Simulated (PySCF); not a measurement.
**State search for InH⁺**

Unrestricted PBE0; In cc-pVTZ-PP with ECP28, H cc-pVTZ; scalar-relativistic core potentials (PySCF 2.14). Outer shells of the fragments: In+ 4d10 5s2; H 1s1.

Followed along the bond (rough minima from three points):

| 2Ms+1 | unpaired | ⟨S²⟩ at the start | R at minimum (Å) | Te (eV) |
| --- | --- | --- | --- | --- |
| 2 | σ ↑ | 0.76 | 1.87 | 0.00 |
| 4 | σ ↑↑, π ↑ | 3.75 | none in the scan | ≤ 6.03 |

Solutions found at the starting distance of 1.810 Å, counted from the lowest of them; the search is not exhaustive and high or unbound solutions are not listed, so other states can lie among these:

| 2Ms+1 | unpaired | term | E (eV) | ⟨S²⟩ | ⟨Lz²⟩ | μ (D) |
| --- | --- | --- | --- | --- | --- | --- |
| 2 | σ ↑ | ²Σ⁺ | 0.00 | 0.76 | 0.00 | 0.27 |
| 2 | π ↑ | ²Π | 3.94 | 0.83 | 1.00 | 0.03 |
| 4 | σ ↑↑, π ↑ | ⁴Π | 6.36 | 3.75 | 1.00 | 1.77 |
| 4 | σ ↑↑↑ | ⁴Σ⁺ | 9.54 | 3.75 | 0.00 | 2.41 |

A term symbol is given only where ⟨S²⟩ and ⟨Lz²⟩ are close to those of a pure state; real π, δ and φ orbitals otherwise mix terms. A positive dipole points towards H; it is taken about the centre of mass and depends on that origin.

Spin–orbit coupling is left out. Counting both spins, an empty level lies below a filled one in some of these solutions, because spin and occupation are held.
